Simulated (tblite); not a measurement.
C₆H₁₁N₃.
Cartesian coordinates in Å at the GFN2-xTB level; atoms count from 1:
```xyz
20
C6H11N3 angstrom
C      3.5786   -0.0455   -0.1442
C      2.1222   -0.0764   -0.4159
N      1.5940   -0.1986   -1.6145
N      0.2702   -0.1732   -1.3852
C      0.0410   -0.0381   -0.0613
C     -1.3081    0.0355    0.5639
C     -1.9939    1.3523    0.1896
C     -2.1631   -1.1662    0.1566
N      1.1928    0.0247    0.5661
H      3.7387   -0.0813    0.9291
H      4.0663   -0.8918   -0.6221
H      4.0150    0.8683   -0.5439
H     -0.3782   -0.2548   -2.1513
H     -1.1482    0.0138    1.6455
H     -2.9559    1.4250    0.6910
H     -2.1600    1.4114   -0.8845
H     -1.3809    2.1978    0.4922
H     -1.6479   -2.0955    0.3889
H     -3.1068   -1.1506    0.6967
H     -2.3812   -1.1459   -0.9096
```

Level: GFN2-xTB in tblite, geometry and Hessian alike; calculated harmonic values, unscaled, isolated species. Against measured fundamentals such values can be off by several per cent, at times by over 20. One conformer, not necessarily the lowest. The optimisation stopped once no atom felt more than 0.01 eV/Å.

Lowest wavenumbers of the output (negative numbers stand for imaginary wavenumbers):
```
mode    cm-1
  1     -60.0
  2      21.4
  3     117.4
  4     167.6
  5     204.3
  6     229.7
  7     251.6
  8     278.4
  9     351.6
 10     405.2
 11     483.3
 12     588.0
 13     637.6
 14     667.8
 15     714.7
```

Q: Is this structure a minimum?

A: No. 1 mode is imaginary beyond 20i (60i cm⁻¹), so at this level the point lies at or near a first-order saddle.

Q: Which atoms move in the imaginary mode?

A: 60i: H11 (methyl hydrogen) 35 %, H12 (methyl hydrogen) 34 %, H10 (methyl hydrogen) 29 %. These are shares of the mass-weighted motion.

Q: What is the remedy?

A: Step along that mode in both directions, optimise again with tighter thresholds and repeat the frequencies. The zero-point energy of this point (105.6 kcal/mol) counts the 53 real modes alone, and thermal corrections from it aren't those of a minimum.
